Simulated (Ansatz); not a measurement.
GaH6NOSi, relaxed with RKS PBE0-D4/def2-TZVP in the Gaussian-basis code of Ansatz from a PBE-D4/def2-SVP geometry. The force threshold is 0.005 eV/Å; the program also tests the step.

Charge 0, multiplicity 1. The bonds changed during the relaxation, so this is another structure than the one it started from.

Start:

```xyz
10

N     0.478    1.086   -0.282
Si    0.502   -0.700    0.288
Ga   -1.692    1.552   -0.658
O    -1.525   -0.314   -0.102
H     0.947    1.677    0.422
H     1.077    1.183   -1.118
H     2.026   -0.747    0.501
H     0.367   -1.773   -0.759
H     0.048   -0.989    1.692
H    -2.229   -0.977    0.016
```

```json
{"step": "1", "energy (eV)": "-63879.6611", "largest force (eV/Å)": "0.767", "largest move (Å)": "0.000"}
{"step": "2", "energy (eV)": "-63879.7008", "largest force (eV/Å)": "0.224", "largest move (Å)": "0.026"}
{"step": "3", "energy (eV)": "-63879.7073", "largest force (eV/Å)": "0.102", "largest move (Å)": "0.018"}
{"step": "4", "energy (eV)": "-63879.7079", "largest force (eV/Å)": "0.038", "largest move (Å)": "0.009"}
{"step": "5 (rejected)", "energy (eV)": "-63879.7078", "largest force (eV/Å)": "0.073", "largest move (Å)": "0.008"}
{"step": "6", "energy (eV)": "-63879.7081", "largest force (eV/Å)": "0.017", "largest move (Å)": "0.004"}
{"step": "7", "energy (eV)": "-63879.7085", "largest force (eV/Å)": "0.009", "largest move (Å)": "0.013"}
{"step": "8", "energy (eV)": "-63879.7086", "largest force (eV/Å)": "0.006", "largest move (Å)": "0.011"}
{"step": "9", "energy (eV)": "-63879.7086", "largest force (eV/Å)": "0.005", "largest move (Å)": "0.003"}
```

End:

```xyz
10

N     0.473    1.073   -0.279
Si    0.474   -0.684    0.280
Ga   -1.656    1.546   -0.627
O    -1.491   -0.320   -0.108
H     0.945    1.653    0.412
H     1.046    1.164   -1.115
H     1.979   -0.740    0.503
H     0.367   -1.748   -0.753
H     0.036   -0.963    1.673
H    -2.174   -0.981    0.015
```

It took 27 s on 4 threads of a server CPU on a shared host, with 0.52 GiB of host memory at the peak.
